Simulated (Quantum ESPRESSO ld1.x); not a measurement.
Species: Co II. Configuration: [Ar] 3d8.

All-electron calculation, non-relativistic Kohn-Sham, LDA (Slater exchange, VWN5 correlation), spin-polarised, spherical densities, point nucleus; open shells are filled with parallel spins first. Program: ld1.x of Quantum ESPRESSO 7.5.

Energy parts (eV):
total: -37548.90
kinetic: 37505.02
electron-nucleus: -89464.52
Hartree: 15950.17
exchange-correlation: -1539.57

Orbitals (lengths in bohr, moments of r in powers of bohr; r(max) is where P^2 peaks):
\begin{tabular}{lrrrrr}
orbital & occ. & eigenvalue (eV) & r(max) & <r> & <1/r> \\ \hline
1s up & 1 & -7502.897 & 0.038 & 0.05700 & 26.47 \\
1s down & 1 & -7502.888 & 0.038 & 0.05700 & 26.47 \\
2s up & 1 & -883.748 & 0.217 & 0.2593 & 5.693 \\
2s down & 1 & -882.703 & 0.217 & 0.2592 & 5.697 \\
2p up & 3 & -768.670 & 0.173 & 0.2265 & 5.657 \\
2p down & 3 & -767.876 & 0.173 & 0.2264 & 5.661 \\
3s up & 1 & -103.346 & 0.676 & 0.7884 & 1.795 \\
3s down & 1 & -101.342 & 0.681 & 0.7900 & 1.791 \\
3p up & 3 & -69.088 & 0.681 & 0.8276 & 1.667 \\
3p down & 3 & -67.130 & 0.681 & 0.8304 & 1.661 \\
3d up & 5 & -13.397 & 0.670 & 1.113 & 1.250 \\
3d down & 3 & -11.697 & 0.676 & 1.158 & 1.220 \\
4s up & 0 & -11.372 & 2.28 & 2.724 & 0.4750 \\
4s down & 0 & -10.893 & 2.32 & 2.785 & 0.4634 \\
4p up & 0 & -6.509 & 2.85 & 3.495 & 0.3661 \\
4p down & 0 & -6.237 & 2.95 & 3.596 & 0.3545 \\
4d up & 0 & -1.980 & 6.05 & 7.481 & 0.1746 \\
4d down & 0 & -1.939 & 6.25 & 7.684 & 0.1716 \\
4f up & 0 & -0.876 & 14.9 & 16.89 & 0.06784 \\
4f down & 0 & -0.876 & 14.9 & 16.90 & 0.06780 \\
\end{tabular}

The highest occupied level is 3d down at -11.697 eV. The density falls to 0.001 e/bohr^3 at r = 3.41 bohr. Spin moment in Bohr magnetons: 2. Virial ratio -V/T = 2.00117. Summed over all electrons, <r^2> = 20.86 bohr^2, which gives a Langevin (diamagnetic) susceptibility term of -16.5 x 10^-6 cm^3/mol.
